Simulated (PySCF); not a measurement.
**Adding and removing an electron: GeBi**

r²SCAN; basis Ge def2-SVP, Bi def2-SVP with ECP60; scalar-relativistic core potentials; PySCF 2.14. Neutral (UKS): doublet (π ↑), Re = 2.535 Å, ωe = 243 cm⁻¹, De = 2.35 eV, HOMO -5.14 eV, LUMO -4.64 eV.

GeBi⁺ (UKS): triplet (π ↑↑), Re = 2.686 Å, ωe = 209 cm⁻¹. The energies at the minima are -2291.44801 hartree for GeBi and -2291.16872 for GeBi⁺.

(1) Work out the adiabatic ionisation energy, without and with harmonic zero-point energies (1 hartree = 27.2114 eV, 1 eV = 8065.5 cm⁻¹), and the change of the bond length.

Spin–orbit coupling is left out, which matters for elements this heavy, above all for dissociation energies. States were picked by a PBE0 search and need not be the measured ground states.

Results:

(1) At r²SCAN: 0.27929 hartree = 7.600 eV between the minima; the zero-point term (209.0 − 243.0)/2 cm⁻¹ = -0.002 eV makes it 7.598 eV. Re changes by +15.1 pm against the neutral. The electron leaves a π orbital, and the longer bond of the ion fits a bonding orbital, or a change in how ionic the bond is.
